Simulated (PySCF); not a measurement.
**Te (tellurium, neutral) across methods**

[Kr] 4d10 5s2 5p4, high-spin 3P determinant. Calculation: PySCF 2.14, in aug-cc-pV5Z-PP with ECP28MDF; scalar relativity through the core potential.

```json
{"method": "PBE0", "E (hartree)": "-267.9963", "mean ε 5s β (eV)": "-15.591", "mean ε 5p α (eV)": "-7.623", "mean ε 5p β (eV)": "-6.289", "Σ⟨r²⟩ (bohr²)": "59.49", "⟨S²⟩": "2.005"}
{"method": "revPBE", "E (hartree)": "-268.0320", "mean ε 5s β (eV)": "-14.249", "mean ε 5p α (eV)": "-6.458", "mean ε 5p β (eV)": "-5.234", "Σ⟨r²⟩ (bohr²)": "59.76", "⟨S²⟩": "2.004"}
{"method": "r2SCAN", "E (hartree)": "-268.0914", "mean ε 5s β (eV)": "-14.451", "mean ε 5p α (eV)": "-6.855", "mean ε 5p β (eV)": "-5.507", "Σ⟨r²⟩ (bohr²)": "59.29", "⟨S²⟩": "2.007"}
{"method": "PBE", "E (hartree)": "-267.9751", "mean ε 5s β (eV)": "-14.374", "mean ε 5p α (eV)": "-6.482", "mean ε 5p β (eV)": "-5.272", "Σ⟨r²⟩ (bohr²)": "59.79", "⟨S²⟩": "2.003"}
{"method": "LDA", "E (hartree)": "-267.5873", "mean ε 5s β (eV)": "-14.780", "mean ε 5p α (eV)": "-6.558", "mean ε 5p β (eV)": "-5.402", "Σ⟨r²⟩ (bohr²)": "59.69", "⟨S²⟩": "2.002"}
{"method": "TPSS", "E (hartree)": "-267.8808", "mean ε 5s β (eV)": "-14.333", "mean ε 5p α (eV)": "-6.576", "mean ε 5p β (eV)": "-5.355", "Σ⟨r²⟩ (bohr²)": "59.56", "⟨S²⟩": "2.004"}
{"method": "M06-2X", "E (hartree)": "-267.9230", "mean ε 5s β (eV)": "-16.131", "mean ε 5p α (eV)": "-8.696", "mean ε 5p β (eV)": "-7.170", "Σ⟨r²⟩ (bohr²)": "59.55", "⟨S²⟩": "2.009"}
```

Task: Estimate the same row for UHF.

Result: E (hartree) = -267.00705; mean ε 5s β (eV) = -18.119; mean ε 5p α (eV) = -10.339; mean ε 5p β (eV) = -8.499; Σ⟨r²⟩ (bohr²) = 60.11; ⟨S²⟩ = 2.013.

Energies and moments cover only the electrons outside the core potential.
